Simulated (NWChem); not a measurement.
System meant: C4H4N2; SMILES C1N=CC(=C)N=1

Here is an NWChem input.

```
start job
memory heap 200 mb stack 900 mb global 1100 mb
geometry units angstroms noautoz
  C      0.050600    -2.064596     0.000000
  C     -0.000995    -0.709992     0.000000
  C      1.126899     0.250291     0.000000
  N      0.667105     1.471729     0.000000
  C     -0.746817     1.281213     0.000000
  N     -1.187228     0.051360     0.000000
  H     -0.879025    -2.653842     0.000000
  H      1.015504    -2.593542     0.000000
  H      2.201930     0.008317     0.000000
  H     -1.412992     2.158842     0.000000
end
basis spherical
  C library def2-svp
  N library def2-svp
  H library def2-svp
end
dft
  xc pbe0
  iterations 4
  mulliken
end
task dft energy
```

End of the output:

```
    Atom       Charge   Shell Charges
 -----------   ------   -------------------------------------------------------
    1 C    6     5.97   1.97  0.62  0.32  1.82  1.18  0.06
    2 C    6     6.04   1.97  0.63  0.28  1.89  1.13  0.14
    3 C    6     5.97   1.97  0.62  0.31  1.85  1.09  0.13
    4 N    7     7.11   1.97  0.82  0.50  2.16  1.60  0.06
    5 C    6     5.93   1.96  0.62  0.30  1.81  1.07  0.16
    6 N    7     7.14   1.97  0.81  0.49  2.19  1.61  0.06
    7 H    1     0.95   0.62  0.26  0.07
    8 H    1     0.95   0.62  0.26  0.07
    9 H    1     0.97   0.63  0.27  0.07
   10 H    1     0.97   0.64  0.27  0.07

 center of mass
 --------------
 x =  -0.02227351 y =   0.07246404 z =   0.00000000

 moments of inertia (a.u.)
 ------------------
         451.580439821775           0.000000000000           0.000000000000
           0.000000000000         202.227998406680           0.000000000000
           0.000000000000           0.000000000000         653.808438228455

     Multipole analysis of the density
     ---------------------------------

     L   x y z        total         alpha         beta         nuclear
     -   - - -        -----         -----         ----         -------
     0   0 0 0     -0.000000    -21.000000    -21.000000     42.000000

     1   1 0 0      0.487261      0.243630      0.243630     -0.000000
     1   0 1 0     -0.836169     -0.418084     -0.418084     -0.000000
     1   0 0 1     -0.000000     -0.000000     -0.000000      0.000000

     2   2 0 0    -26.006065    -71.252042    -71.252042    116.498019
     2   1 1 0     -3.577084      1.240010      1.240010     -6.057105
     2   1 0 1     -0.000000     -0.000000     -0.000000      0.000000
     2   0 2 0    -23.106963   -140.868005   -140.868005    258.629047
     2   0 1 1      0.000000      0.000000      0.000000      0.000000
     2   0 0 2    -26.629137    -13.314568    -13.314568      0.000000

 ------------------------------------------------------------------------
 dft energy failed                                                                                  0
 ------------------------------------------------------------------------
 ------------------------------------------------------------------------
  current input line :
    25: task dft energy
 ------------------------------------------------------------------------
 ------------------------------------------------------------------------
 This type of error is most commonly associated with calculations not reaching convergence criteria
 ------------------------------------------------------------------------
 For more information see the NWChem manual at https://nwchemgit.github.io

0:dft energy failed:Received an Error in Communication
```

**Question.** Can this run be used? If not, why, and what is the fix?

**Answer.** Convergence was not reached. Cause: the SCF was allowed too few iterations. This input runs:
```
start job
memory heap 200 mb stack 900 mb global 1100 mb
geometry units angstroms noautoz
  C      0.050600    -2.064596     0.000000
  C     -0.000995    -0.709992     0.000000
  C      1.126899     0.250291     0.000000
  N      0.667105     1.471729     0.000000
  C     -0.746817     1.281213     0.000000
  N     -1.187228     0.051360     0.000000
  H     -0.879025    -2.653842     0.000000
  H      1.015504    -2.593542     0.000000
  H      2.201930     0.008317     0.000000
  H     -1.412992     2.158842     0.000000
end
basis spherical
  * library def2-svp
end
dft
  xc pbe0
  iterations 150
  mulliken
end
task dft energy
```
It converges to -263.77890 Ha (PBE0/def2-SVP).
